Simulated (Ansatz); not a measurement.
C6H8Sn (`[SnH3][c]1ccccc1`), relaxed with RKS PBE-D4/def2-SVP in Ansatz 0.2.0 from a rough embedded geometry. The force threshold is 0.03 eV/Å; the program also tests the step.

The species carries charge 0 and has multiplicity 1. Sn: def2 effective core potential.

Start:

```xyz
15

Sn   -0.209   -2.565   -0.479
C    -0.077   -0.500   -0.078
C     0.052    0.372   -1.133
C     0.247    1.789   -0.972
C     0.166    2.270    0.373
C     0.050    1.375    1.463
C    -0.060    0.010    1.212
H     1.435   -3.257   -0.430
H    -1.135   -3.355    0.849
H    -0.971   -2.893   -1.974
H     0.092   -0.030   -2.176
H     0.323    2.423   -1.788
H     0.252    3.302    0.597
H     0.025    1.734    2.478
H    -0.189   -0.675    2.058
```

Task: How much energy does the relaxation release, and in how many steps? (An estimate is asked.)

Result: Ansatz gave: 8.08 kcal/mol, in 5 steps.

Task: Which bonds change most? (An estimate is asked.)

Result: Ansatz gave: Sn1–H9 from 1.801 to 1.729 Å; C4–H12 from 1.036 to 1.101 Å; Sn1–H8 from 1.785 to 1.730 Å; Sn1–C2 from 2.108 to 2.161 Å.

Task: Give the relaxed structure. (Estimate.)

Result: Computed: 
```xyz
15

Sn   -0.191   -2.635   -0.441
C    -0.046   -0.508   -0.090
C     0.111    0.393   -1.164
C     0.222    1.773   -0.930
C     0.174    2.271    0.382
C     0.015    1.385    1.458
C    -0.096    0.004    1.223
H     1.384   -3.343   -0.553
H    -1.038   -3.357    0.882
H    -1.034   -2.918   -1.923
H     0.146    0.023   -2.201
H     0.343    2.464   -1.779
H     0.260    3.353    0.565
H    -0.026    1.770    2.489
H    -0.225   -0.675    2.081
```
